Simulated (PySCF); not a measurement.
# A barrier at the coupled-cluster level

Start structure (ZnH3ClO, singlet), relaxed at PBE0-D4/def2-TZVP:

Zn1  (-0.571, -0.392, -0.347)
O2  (0.230, -1.050, 1.090)
Cl3  (-1.519, 0.383, -2.040)
H4  (1.208, 1.258, 0.370)
H5  (0.975, 1.653, -0.225)
H6  (-0.070, -1.915, 1.375)
(Å)

The step: ZnHClO ([OH][Zn][Cl]) + H₂ → ZnHCl ([Cl][ZnH]) + H₂O (still joined by a long Zn–O bond); bonds formed: Zn1–H5, O2–H4; bonds broken: H4–H5; bonds weakened to dative contacts: Zn1–O2. PySCF 2.14 with density fitting (its default auxiliary sets; JK sets also for MP2 and CCSD(T)); basis: def2-TZVPP and def2-QZVPP; cores frozen in the correlated methods. The 3s and 3p shells of Cu and Zn are frozen; filled d shells are correlated. Extrapolation: Hartree–Fock as exp(−7.88 √X), correlation as X^−2.97. Energies below are by CCSD(T) at an estimated basis limit (MP2 extrapolated from triple and quadruple zeta, plus CCSD(T) − MP2 in triple zeta).

Question: What are the electronic barrier and the energy of the step, from the start structure to the end structure? (To be estimated.)

Answer: The calculation gives: Barrier 103.8 kJ/mol; step energy -31.5 kJ/mol (downhill); reverse barrier, their difference, 135.3 kJ/mol. Barrier and step energy count from the start structure, the reverse barrier from the end structure.

The saddle point: One imaginary mode of 1233i cm⁻¹.
| pair | start (Å) | saddle (Å) | end (Å) |
| --- | --- | --- | --- |
| Zn1–H5 | 2.57 | 1.83 | 1.54 |
| O2–H4 | 2.61 | 1.30 | 0.96 |
| Zn1–O2 | 1.77 | 1.94 | 2.21 |
| H4–H5 | 0.75 | 0.99 | 3.49 |

Zero-point energy (harmonic, PBE0-D4): ZPE is 70.1 kJ/mol at the start and 70.5 kJ/mol at the saddle, so the barrier goes from 103.8 to 104.1 kJ/mol.

T1 diagnostic: at most 0.016.

Labels in which every atom is bracketed show which atoms are joined, not bond orders.

For scale, one of the runs: CCSD(T)/def2-TZVPP, 179 basis functions, launched by `OMP_NUM_THREADS=4 python run.py`. Hardware: 4 CPU threads of an Arm Neoverse V1, shared host. Wall time 5.5 min; peak host memory 1.9 GiB.
